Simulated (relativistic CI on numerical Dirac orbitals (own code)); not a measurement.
Computed by Dirac-Coulomb-Breit CI, KLI orbitals optimised for each configuration, QED by a radiative potential, unscaled Slater integrals (own radial code, finite nucleus).

Configurations in the expansion (outside the closed core [Ne]): 3s, 3p, 3d, 4s, 4p, 4d, 4f, 5s, 5p, 5d, 5f, 5g, 6s, 6p, 6d, 7s, 7p. Levels of other configurations are missing.

At this charge energies of transitions that change n are usually good to better than 1 %, and those within a shell (Δn = 0) to a few per cent.

Outline of the computed level scheme of Ge XXII. Lowest level of each configuration: 3s 2S_1/2 at 0.000 eV; 3p 2P°_1/2 at 47.522 eV; 3d 2D_3/2 at 118.692 eV; 4s 2S_1/2 at 409.431 eV; 4p 2P°_1/2 at 428.638 eV; 4d 2D_3/2 at 455.239 eV; 4f 2F°_5/2 at 466.913 eV; 5s 2S_1/2 at 587.105 eV; 5p 2P°_1/2 at 596.665 eV.

Some strong electric-dipole decays among the lowest 15 levels: 4f 2F°_7/2 → 3d 2D_5/2 (3.5e+12 s⁻¹); 4f 2F°_5/2 → 3d 2D_3/2 (3.3e+12 s⁻¹); 4d 2D_5/2 → 3p 2P°_3/2 (1.6e+12 s⁻¹); 4d 2D_3/2 → 3p 2P°_1/2 (1.3e+12 s⁻¹); 4p 2P°_1/2 → 3s 2S_1/2 (7.2e+11 s⁻¹); 4p 2P°_3/2 → 3s 2S_1/2 (6.6e+11 s⁻¹); 4s 2S_1/2 → 3p 2P°_3/2 (6.5e+11 s⁻¹); 5p 2P°_1/2 → 3s 2S_1/2 (4.2e+11 s⁻¹).
